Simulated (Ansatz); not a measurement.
The cluster Pd3O3⁻. Total charge -1; doublet. Geometry r2SCAN-D4/def2-SVPD; atoms count from 1.

```xyz
6

Pd   -1.387    0.690   -0.265
Pd    0.701    0.205    1.271
Pd    0.606   -0.866   -1.017
O    -0.884    1.268    1.520
O    -1.025   -0.323   -1.881
O     1.988   -0.973    0.373
```

In the def2 sets Pd takes a core potential; there is no spin–orbit coupling. The charge -1 doublet is spin-contaminated (final ⟨S²⟩ up to 1.86, 0.75 for a pure state). The structure comes from a short search, and lower isomers may exist.

Problem. Estimate the Mulliken populations from the PBE0/def2-TZVPD orbitals of Ansatz.

Solution. 
| atom | charge (e) | spin (α − β) | d electrons |
| --- | --- | --- | --- |
| Pd1 | 0.59 | -0.24 | 8.77 |
| Pd2 | 0.59 | 0.02 | 8.79 |
| Pd3 | 0.59 | 0.02 | 8.79 |
| O4 | -0.93 | 0.39 | – |
| O5 | -0.93 | 0.40 | – |
| O6 | -0.91 | 0.42 | – |
Mulliken values depend strongly on the basis. With diffuse functions, as here, like atoms can get unlike values, and bond orders can come out too low or too high.

Problem. Where does the spin sit?

Solution. Summed by element: Pd -0.21, O 1.21, of 1 unpaired in all. Largest on single atoms: O6 0.42, O5 0.40, O4 0.39.

Problem. And the Mayer bond orders between heavy atoms (over 0.3)?

Solution. Pd1–Pd2 0.37 (2.64 Å); Pd1–Pd3 0.37 (2.64 Å); Pd1–O4 0.44 (1.94 Å); Pd1–O5 0.44 (1.94 Å); Pd2–Pd3 0.47 (2.53 Å); Pd2–O4 0.48 (1.92 Å); Pd2–O6 0.41 (1.96 Å); Pd3–O5 0.48 (1.92 Å); Pd3–O6 0.41 (1.96 Å).
